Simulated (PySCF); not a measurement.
A PySCF script (with the pyscf-properties extension) for the NMR shieldings of `C1CCN([SiH]2CCC2)C1`, C7H15NSi, on a GFN2-xTB geometry:

```python
import basis_set_exchange as bse
import numpy as np
from pyscf import gto, dft
from pyscf.prop import nmr

atoms = """
C    -2.544385   -0.278012   -0.909773
C    -2.638163    0.529331    0.397448
C    -1.456228    0.014400    1.235718
N    -0.504226   -0.500765    0.274897
Si    0.765652    0.517497   -0.277783
C     2.257061    0.683695    0.890908
C     3.186781    0.234164   -0.249673
C     2.155813   -0.381702   -1.210641
C    -1.332153   -1.195675   -0.688904
H    -2.360468    0.382520   -1.756068
H    -3.448686   -0.849738   -1.108809
H    -3.586596    0.377608    0.909539
H    -2.522715    1.594612    0.201601
H    -1.784697   -0.811850    1.877111
H    -1.006472    0.784279    1.858352
H     0.391039    1.800530   -0.906367
H     2.502403    1.661196    1.296029
H     2.263296   -0.028595    1.712804
H     3.970316   -0.456048    0.061884
H     3.661717    1.098577   -0.711747
H     2.123721   -1.464948   -1.117112
H     2.331711   -0.143068   -2.255758
H    -1.656878   -2.145076   -0.246827
H    -0.779578   -1.403168   -1.602344
"""
names = dict.fromkeys(["C", "N", "Si", "H"], "pcSseg-1")
basis = {el: gto.basis.parse(bse.get_basis(n, elements=[el], fmt="nwchem")) for el, n in names.items()}
mol = gto.M(atom=atoms, basis=basis, charge=0, verbose=0)
mf = dft.RKS(mol, xc="PBE0")
mf.grids.level = 2
mf.grids.alignment = dft.numint.BLKSIZE   # the property module wants whole blocks of grid points
mf.conv_tol = 1e-9
mf.kernel()

calc = nmr.RKS(mf)   # GIAO
C = mf.mo_coeff
Co = C[:, mf.mo_occ > 0]
resp = mf.gen_response(singlet=True, hermi=2)
def vind(x):   # induced exchange potential for any number of trial vectors
    d = np.einsum("pi,xij,qj->xpq", C, 2 * x.reshape(-1, C.shape[1], Co.shape[1]), Co, optimize=True)
    return np.einsum("xpq,pi,qj->xij", resp(d - d.transpose(0, 2, 1)), C, Co, optimize=True).ravel()
mo1, _ = nmr.rhf.solve_mo1(calc, with_cphf=vind)
sigma = calc.kernel(mo1)
for i, s in enumerate(sigma):   # ppm
    w = np.linalg.eigvalsh((s + s.T) / 2)
    print("%2d %-2s iso %8.1f  s11 %8.1f  s22 %8.1f  s33 %8.1f" % (i, mol.atom_pure_symbol(i), w.mean(), *w))
```

Task: What are the results?

Result: 
```
 0 C  iso    159.5  s11    131.0  s22    170.2  s33    177.3
 1 C  iso    160.1  s11    130.3  s22    172.4  s33    177.6
 2 C  iso    136.8  s11    102.0  s22    138.5  s33    169.9
 3 N  iso    203.2  s11    167.3  s22    205.6  s33    236.7
 4 Si iso    360.4  s11    322.2  s22    362.8  s33    396.2
 5 C  iso    169.5  s11    147.5  s22    172.4  s33    188.5
 6 C  iso    170.1  s11    159.2  s22    169.1  s33    181.9
 7 C  iso    170.9  s11    148.4  s22    172.9  s33    191.2
 8 C  iso    136.0  s11    101.0  s22    137.8  s33    169.2
 9 H  iso     30.2  s11     25.9  s22     27.7  s33     37.0
10 H  iso     30.1  s11     25.0  s22     27.5  s33     37.8
11 H  iso     30.1  s11     25.0  s22     27.5  s33     37.9
12 H  iso     30.1  s11     25.8  s22     27.5  s33     37.0
13 H  iso     29.0  s11     22.5  s22     27.7  s33     36.8
14 H  iso     28.6  s11     23.6  s22     28.5  s33     33.6
15 H  iso     26.2  s11     21.6  s22     26.3  s33     30.8
16 H  iso     30.5  s11     26.0  s22     28.4  s33     37.1
17 H  iso     30.2  s11     26.8  s22     28.9  s33     34.9
18 H  iso     29.6  s11     24.8  s22     27.0  s33     36.9
19 H  iso     29.8  s11     25.7  s22     28.0  s33     35.6
20 H  iso     30.2  s11     26.6  s22     29.3  s33     34.7
21 H  iso     30.5  s11     25.9  s22     28.5  s33     37.0
22 H  iso     29.0  s11     22.6  s22     27.6  s33     36.8
23 H  iso     28.5  s11     23.4  s22     28.9  s33     33.2
```

These numbers come from an equivalent density-fitted implementation of the same equations, which agrees with the script to about 0.01 ppm for H and up to a few tenths of a ppm for heavy atoms, so last digits may differ.

Task: Turn these shieldings into chemical shifts. Chemical shifts δ = σref − σ; $^{13}$C (σ = 186.93 ppm) and $^{29}$Si (σ = 349.16 ppm) and $^{1}$H (σ = 31.72 ppm) vs TMS; $^{15}$N (σ = 267.73 ppm) against NH3, all at this level.

Result: Averaging equivalent atoms: C 2/8: 50.5; C 0/1: 27.1; C 6: 16.9; C 5/7: 16.8; N 3: 64.5; Si 4: -11.3; H 15: 5.47; H 13/14/22/23: 2.96; H 18: 2.15; H 19: 1.95; H 9/10/11/12: 1.59; H 17/20: 1.52; H 16/21: 1.24 ppm. Experimental scales use liquid or dissolved standards, which lie at an offset from isolated NH3 (liquid NH3: subtract about 20 ppm).

Size and cost of the density-fitted run: 235 basis functions, 4.4 min wall time (2.8 min CPU) on 1 thread of an Intel Xeon, shared host; peak memory 1 GiB.
